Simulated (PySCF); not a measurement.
B(AsH2)2(H) (As2BH5), SMILES [AsH2]B[AsH2]. Atoms are numbered in the order given.

```xyz
8

B      0.0000     0.0000     0.8710
As     1.7691    -0.0632    -0.0777
H      2.4574     1.0761     0.6647
H      1.4023     0.7461    -1.3156
As    -1.7691     0.0632    -0.0777
H     -2.4574    -1.0761     0.6647
H     -1.4023    -0.7461    -1.3156
H      0.0000     0.0000     2.0753
```
Charge 0, spin multiplicity 1.

Geometry optimised at B3LYP-D3(BJ)/def2-SVP. The structure was generated by enumeration, and PubChem lists no compound with its InChIKey, so it may never have been made.

All values below come from PySCF with TDA-PBE/def2-SVPD.

Vertical excitations.  State labels are in the subgroup C2.

List the lowest excited states. (An estimate is asked for; the answer gives what the named calculation found.)


| state | symmetry | energy (eV) | λ (nm) | f | main pairs |
|---|---|---|---|---|---|
| S1 | A | 4.04 | 307 | 0.017 | HOMO→LUMO 94 % |
| S2 | B | 4.23 | 293 | 0.179 | HOMO−1→LUMO 92 % |
| S3 | B | 5.24 | 237 | 0.015 | HOMO−2→LUMO 98 % |
| S4 | A | 5.76 | 215 | 0.003 | HOMO−1→LUMO+1 51 %, HOMO−3→LUMO 42 % |
| S5 | B | 5.78 | 214 | 0.040 | HOMO→LUMO+1 97 % |
| S6 | A | 5.90 | 210 | 0.006 | HOMO→LUMO+2 57 %, HOMO−1→LUMO+1 27 %, HOMO−3→LUMO 9 % |
| S7 | A | 6.03 | 206 | 0.001 | HOMO−3→LUMO 37 %, HOMO→LUMO+2 34 %, HOMO−1→LUMO+1 18 % |
| S8 | B | 6.19 | 200 | 0.058 | HOMO−1→LUMO+2 89 % |
| S9 | A | 6.37 | 195 | 0.001 | HOMO−4→LUMO 86 % |
| S10 | B | 6.45 | 192 | 0.229 | HOMO→LUMO+3 84 % |
| T1 | A | 2.99 | 414 | 0 | HOMO→LUMO 99 % |
| T2 | B | 3.28 | 378 | 0 | HOMO−1→LUMO 99 % |
| T3 | B | 4.68 | 265 | 0 | HOMO−2→LUMO 99 % |
| T4 | A | 5.04 | 246 | 0 | HOMO−3→LUMO 99 % |
Triplets are in the Tamm–Dancoff approximation.
